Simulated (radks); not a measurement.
Question: All-electron atom: Au I in [Xe] 4f14 5d10 6s1. Method: scalar-relativistic Kohn-Sham, PBE, spin-unpolarised, spherical densities, point nucleus; computed with a radial shooting solver on a logarithmic mesh with Libxc functionals. Some entries of the table are withheld. Estimate them.

orbital,occ.,eigenvalue (eV),r(max) (bohr)
1s,2,-80788.59,(1)
2s,2,-14253.93,0.06016
2p,6,-12320.44,0.04981
3s,2,(2),0.1696
3p,6,-2803.584,0.1690
3d,10,-2205.302,0.1376
4s,2,-730.2179,0.3826
4p,6,-546.4076,0.4028
4d,10,-325.8978,0.4103
5s,2,-108.3691,0.8479
4f,14,(3),0.3756
5p,6,-59.7824,0.9529
5d,10,-6.8772,1.215
6s,1,-5.7623,2.317

Answer: 
(1) 1s r(max) (bohr): 0.01041
(2) 3s eigenvalue (eV): -3364.279
(3) 4f eigenvalue (eV): -81.1219
